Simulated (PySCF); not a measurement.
Compound: [NiF4]2- (charge -2 and triplet state).
Z-matrix (Å and degrees, PBE0-D3(BJ)/def2-SVP geometry), rows numbered from 1:
```
Ni
F   1  1.9135
F   1  1.9558  2  107.12
F   1  1.9151  2  110.32  3  -116.22
F   1  1.9423  2  106.21  3   129.47
```

Theory: PBE0-D3(BJ)/def2-SVP geometry optimisation, gas phase (PySCF 2.14.0).

Masses are those of the commonest isotopes; rigid-rotor values at the optimised geometry. 

Question: Give the principal moments of inertia and the rotational constants in MHz.

Answer: Ia = 175.02, Ib = 189.63, Ic = 202.21 u·Å²; 505379 MHz·u·Å²/I gives A = 2887, B = 2665, C = 2499 MHz.

Question: What kind of rotor is it?

Answer: An asymmetric top: κ = (2 × 2665 − 2887 − 2499)/(2887 − 2499) ≈ -0.15.

Question: What does the inertial defect say?

Answer: Not planar: Δ = Ic − Ia − Ib = -162.45 u·Å². For a rigid frame Δ = −2 Σ m c², so Σ m c² = 81.22 u·Å² lies off the ab plane. The atom farthest from that plane is 1.08 Å away.

Question: Give the other two planar moments, Paa and Pbb, and the rms extents of the mass along the axes.

Answer: Paa = Σ m a² = (Ib + Ic − Ia)/2 = 108.41 and Pbb = Σ m b² = (Ia + Ic − Ib)/2 = 93.80 u·Å². With the mass M = 133.93 u, the rms extents √(P/M) along a, b and c are 0.90, 0.84, 0.78 Å.

Question: List the rotational levels J(Ka,Kc) to J = 4 (K).

Answer: Above 0(0,0), as E/k:
J = 1: 1(0,1) 0.248, 1(1,1) 0.259, 1(1,0) 0.266
J = 2: 2(0,2) 0.740, 2(1,2) 0.746, 2(1,1) 0.770, 2(2,1) 0.802, 2(2,0) 0.805
J = 3: 3(0,3) 1.474, 3(1,3) 1.476, 3(1,2) 1.523, 3(2,2) 1.546, 3(2,1) 1.559, 3(3,1) 1.621, 3(3,0) 1.621
J = 4: 4(0,4) 2.446, 4(1,4) 2.447, 4(1,3) 2.522, 4(2,3) 2.535, 4(2,2) 2.566, 4(3,2) 2.616, 4(3,1) 2.622, 4(4,1) 2.715, 4(4,0) 2.716
The levels of one J sum to (2J + 1)J(J + 1)(A + B + C)/3.

Question: Predict some low-J microwave lines.

Answer: The dipole components (about the centre of mass, as the species is charged) are |μa| = 0.07 D, |μb| = 0.02 D, |μc| = 0.51 D. Intensities carry the squares of the components, which stand as 0.02 : 0.00 : 1.00 (a : b : c). Some lines, for components of 0.1 D or more:

| type | branch | J(Ka,Kc) | MHz | lower level (cm⁻¹) |
| --- | --- | --- | --- | --- |
| c | Q | 2(2,1) ← 2(1,1) | 667 | 0.535 |
| c | R | 1(1,0) ← 0(0,0) | 5553 | 0.000 |
| c | R | 2(1,1) ← 1(0,1) | 10883 | 0.172 |
| c | R | 2(2,0) ← 1(1,0) | 11226 | 0.185 |
| c | R | 2(2,1) ← 1(1,1) | 11328 | 0.180 |

For this open shell read J as N, the rotation without spin; fine and hyperfine splittings come on top. Stationary, but not proved a minimum. ⟨S²⟩ = 2.002 (exact for a triplet: 2.00). Whether so highly charged an anion holds all its electrons in the gas phase wasn't checked; a finite basis holds them in any case. No counter-ion or solvent screens the charge of this multiply charged ion. The geometry's basis has no diffuse functions, a weakness for an anion. Constants of a rigid frame at the computed geometry: no zero-point averaging, no centrifugal distortion.
